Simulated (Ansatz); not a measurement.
Program: Ansatz. Geometries: PBE0-D4/def2-TZVP. ΔE: electronic, gas phase. CCSD(T)/CBS adds triple-zeta CCSD(T) − MP2 to the extrapolated MP2 energy (def2 sets, frozen cores). This one scheme is used for every species, atoms too. DFT in def2-TZVPP. B3LYP here is the variant with VWN-RPA as its local correlation; programs differ in this. HSE06 is defined as in plane-wave codes. Open shells (•) are unrestricted, without spin–orbit coupling. Spin–orbit coupling would lower the free atoms: a little for C, Cl, F, O, Si.

Consider the atomization: `FC1(Cl)O[SiH2]1` → C• + Cl• + F• + 2 H• + O• + Si•.

`FC1(Cl)O[SiH2]1`:

```xyz
7

F     0.992   -1.177   -1.242
C     0.741   -0.187   -0.370
Cl    2.270    0.474    0.195
O    -0.136    0.768   -0.887
Si   -0.859    0.049    0.462
H    -2.015   -0.824    0.180
H    -0.993    0.898    1.662
```

Q: What is ΔE at CCSD(T)/CBS? (Estimate.)

A: The calculation gave: +25.08 eV.

Q: What do these levels give: revPBE-D4, B3LYP-D4, B2PLYP, BLYP, r2SCAN, r2SCAN0, HSE06, LC-ωPBE, CCSD/def2-SVP, MP2/def2-TZVPP, HF/CBS(def2), CCSD/CBS(def2)? (Best estimate.)

A: Computed: revPBE-D4 25.21, B3LYP-D4 24.85, B2PLYP 24.65, BLYP 24.76, r2SCAN 25.31, r2SCAN0 24.44, HSE06 25.04, LC-ωPBE 25.08, CCSD/def2-SVP 22.53, MP2/def2-TZVPP 25.22, HF/CBS(def2) 16.39, CCSD/CBS(def2) 24.43 eV.

Q: What do rigid-rotor, harmonic-oscillator terms from PBE0-D4/def2-TZVP frequencies (298.15 K, 1 bar) make of the CCSD(T)/CBS value? (Estimate.)

A: Computed: ΔZPE = -0.82 eV, ΔH = +24.54 eV, ΔS = 733 J/(mol·K), ΔG = +22.27 eV. Open shells count their whole term as degenerate.

Largest T1 diagnostic among the species: 0.014.

From r2SCAN to r2SCAN0 (25 % exact exchange), in def2-TZVPP and without D4, ΔE moves by −0.87 eV: exact exchange takes away binding that semilocal exchange gives to molecules. Leaving LDA and LC-ωPBE aside and taking each functional with its dispersion term where it has one, the values, not all of them listed here, spread over 2.59 eV, from BHLYP-D4 to PBE-D4. LDA lies +4.31 eV from PBE without D4, its usual overbinding. The D4 term adds +0.28 eV with B3LYP and +0.14 eV with PBE0; it sums over pairs of atoms, weighted by their polarisabilities, and B3LYP, whose exchange is more repulsive, gets the larger term.

For atomizations the MP2-based limit and the directly extrapolated one differ by several kJ/mol either way, and by 10 to 25 for some Ge, Se and Sn compounds, so smaller differences from it don't rank the levels.
